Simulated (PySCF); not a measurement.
Calculation: PySCF with B3LYP-D3(BJ)/def2-TZVP // B3LYP-D3(BJ)/def2-SVP. Isolated molecules, 0 K electronic values unless said otherwise. One relaxed conformer stands for a flexible species; it need not be the lowest. B3LYP has the VWN-RPA correlation part, as in Gaussian. 

Reference species (SMILES): `Bc1c(F)ccc2cccnc12` (neutral, multiplicity 1).

The LUMO comes out as -2.57 eV. The HOMO is -7.00 eV.

Changed species: `Bc1cc(F)c2ncccc2c1`.

### Question
Give the shifts of the LUMO and HOMO.

### Answer
the LUMO drops by 0.13 eV, to -2.70 eV; the HOMO rises by 0.19 eV, to -6.81 eV.
